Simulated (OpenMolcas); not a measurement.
## Ionisation energies of ruthenium

```json
{
  "Program": "OpenMolcas",
  "Basis": "ANO-RCC-VTZP [7s6p4d2f1g]",
  "Scalar Hamiltonian": "DKH2, point nucleus",
  "Spin-orbit coupling": "RASSI with atomic mean-field integrals over the reference wave functions, term energies averaged over their components"
}
```

Active shells in each charge state: the valence d shell, with orbitals averaged over the low states. Where CASPT2's correlated closed shells are named, they are those of the first ion.

A. CASSCF
B. SS-CASPT2, IPEA 0.25 Eh, imaginary shift 0.1 Eh (closed shells correlated: 4s 4p)
C. SS-CASPT2, IPEA 0.25 Eh, imaginary shift 0.1 Eh (closed shells correlated: 3d 4s 4p)
D. SS-CASPT2, IPEA 0 Eh, imaginary shift 0.1 Eh (closed shells correlated: 4s 4p)
E. SS-CASPT2, IPEA 0.25 Eh, imaginary shift 0.1 Eh (closed shells correlated: none)

Energies in eV between the lowest computed levels, named as in B; reference values from the NIST Atomic Spectra Database with their kind.

```
           From               To        A        B        C        D        E  Spin-orbit share in B                Reference
   Ru2+ 4d⁶ ⁵D₄  Ru3+ 4d⁵ ⁶S_5/2   26.503   28.023   28.018   27.993   27.829                 +0.130  28.470 (semi-empirical)
Ru3+ 4d⁵ ⁶S_5/2     Ru4+ 4d⁴ ⁵D₀   44.934   45.802   45.778   45.891   45.613                 -0.242     45.000 (theoretical)
   Ru4+ 4d⁴ ⁵D₀  Ru5+ 4d³ ⁴F_3/2   59.364   60.244   60.221   60.309   59.947                 -0.113     59.000 (theoretical)
Ru5+ 4d³ ⁴F_3/2     Ru6+ 4d² ³F₂   75.670   76.465   76.439   76.543   76.021                 -0.083     76.000 (theoretical)
   Ru6+ 4d² ³F₂   Ru7+ 4d ²D_3/2   93.034   93.794   93.766   93.863   93.180                 +0.125     93.000 (theoretical)
 Ru7+ 4d ²D_3/2     Ru8+ 4p⁶ ¹S₀  110.059  110.850  110.819  110.915  110.059                 +0.312    110.000 (theoretical)
```

The lowest level within the active space need not be the ion's true ground level.
